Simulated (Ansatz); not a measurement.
Species: CH$_{3}$B$_{2}$N, SMILES `B=NB=C` (B–N–B–C torsion 3°) (charge 0, multiplicity 1).

Give a relaxed geometry from Ansatz (a program for electronic structure) with PBE0-D3(BJ)/def2-TZVP.

This is not unique; one that fits is the end point of this relaxation, one of several conformers (outside a Z-matrix the atoms follow the SMILES, hydrogens last).
Bonded distances (Å): B1–N2 1.254, B1–H5 1.170, N2–B3 1.356, B3–C4 1.387, C4–H6 1.084, C4–H7 1.084. Bond angles (°): N2–B1–H5 180.0, B1–N2–B3 179.9, N2–B3–C4 180.0, B3–C4–H6 122.2, B3–C4–H7 122.2, H6–C4–H7 115.6.
